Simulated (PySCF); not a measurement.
Isomers of C2H7NSi2 and their computed core-level spectra.

Method used: PySCF 2.14.0, delta-SCF UKS SCAN, pcX-2 on the ionised atom, pcseg-1 elsewhere, spin-free X2C. Geometries: GFN2-xTB; isolated species, one conformer each.

Line lists (1s up to Mg, 2p3/2 beyond; areas count atoms within a level, one atom standing for each set equivalent by bonding):
1. C 1s: 291.34 (area 1), 292.03 (area 1) eV; N 1s: 404.50 eV; Si 2p3/2: 107.31 eV
2. C 1s: 289.62 (area 1), 289.68 (area 1) eV; N 1s: 404.66 eV; Si 2p3/2: 107.07 (area 1), 107.11 (area 1) eV
3. C 1s: 290.28 (area 1), 290.51 (area 1) eV; N 1s: 404.06 eV; Si 2p3/2: 106.97 (area 1), 107.30 (area 1) eV
4. C 1s: 290.44 (area 1), 291.68 (area 1) eV; N 1s: 405.14 eV; Si 2p3/2: 106.97 (area 1), 107.77 (area 1) eV
5. C 1s: 290.19 (area 1), 290.26 (area 1) eV; N 1s: 404.53 eV; Si 2p3/2: 106.61 (area 1), 106.76 (area 1) eV

Structures:
A. `N[SiH2]C#C[SiH3]`
B. `N#CC([SiH3])[SiH3]`
C. `C#C[SiH2]N[SiH3]`
D. `C#C[SiH2][SiH2]N`
E. `N#C[SiH2]C[SiH3]`

**Question.** Which list belongs to which compound?

**Answer.** 
- 1 = B: no other candidate has these counts of sites. C 1s: 291.34 sp3 carbon bound to silicon, 292.03 nitrile carbon; N 1s: 404.50 nitrile nitrogen; Si 2p3/2: 107.31 SiH3 silicon (×2).
- 2 = A: another candidate has the same counts of sites, so positions decide. C 1s: 289.62 alkyne carbon, 289.68 alkyne carbon; N 1s: 404.66 silicon-bound nitrogen; Si 2p3/2: 107.07 SiH3 silicon, 107.11 SiH2 silicon.
- 3 = C: another candidate has the same counts of sites, so positions decide. C 1s: 290.28 alkyne carbon, 290.51 terminal alkyne carbon; N 1s: 404.06 nitrogen bridging silicon atoms; Si 2p3/2: 106.97 SiH3 silicon, 107.30 SiH2 silicon.
- 4 = E: another candidate has the same counts of sites, so positions decide. C 1s: 290.44 sp3 carbon bound to silicon, 291.68 cyano carbon; N 1s: 405.14 cyano nitrogen; Si 2p3/2: 106.97 SiH3 silicon, 107.77 SiH2 silicon.
- 5 = D: another candidate has the same counts of sites, so positions decide. C 1s: 290.19 alkyne carbon, 290.26 terminal alkyne carbon; N 1s: 404.53 silicon-bound nitrogen; Si 2p3/2: 106.61 SiH2 silicon, 106.76 SiH2 silicon.

The 2p values aren't plain energy differences: one relaxed spin-free 2p hole is combined with a matrix within the shell (ground-state 2p orbital-energy differences and spin–orbit coupling). 2p3/2, the mean of its two sublevels, lies a third of the splitting below the shell's mean and 2p1/2 two thirds above it; the statistical areas are 2:1. 2 of these hole states are spin-contaminated (⟨S²⟩ up to 0.86, against 0.75; counted from 0.85) and less certain.
